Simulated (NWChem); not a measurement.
System: CH5AlO2; SMILES [CH3][Al]([OH])[OH]

Input file for NWChem:

```
start job
memory heap 200 mb stack 900 mb global 1100 mb
geometry units angstroms noautosym nocenter noautoz
  Al    -0.007806    -0.043943     0.001563
  C     -0.187187    -1.970711     0.000684
  H      0.235575    -2.400762    -0.922042
  H     -1.239398    -2.284586     0.071360
  H      0.364591    -2.419414     0.842343
  O     -1.415464     0.917398    -0.000907
  H     -1.483242     1.871929    -0.004859
  O      1.558185     0.628757     0.001936
  H      1.813582     1.550811    -0.002172
end
basis spherical
  Al library 6-31g*
  C library 6-31g*
  H library 6-31g*
  O library 6-31g*
end
dft
  xc b3lyp
  iterations 150
end
property
  efieldgrad
end
task dft property
```

The geometry was optimised at PBE0/def2-SVP.

Vzz is the largest principal value of the second derivative of the potential at the nucleus (NWChem prints the opposite sign); η is the asymmetry. Non-relativistic.

Atoms are numbered as in the input.

Predict the main results of this run. (B3LYP/6-31G* (spherical d).) Quantities: Vzz Al1 (a.u.); η Al1; Vzz O6 (a.u.); η O6; Vzz O8 (a.u.); η O8.


```json
{
  "Vzz Al1 (a.u.)": "0.798",
  "η Al1": "0.41",
  "Vzz O6 (a.u.)": "1.374",
  "η O6": "0.11",
  "Vzz O8 (a.u.)": "1.379",
  "η O8": "0.12"
}
```
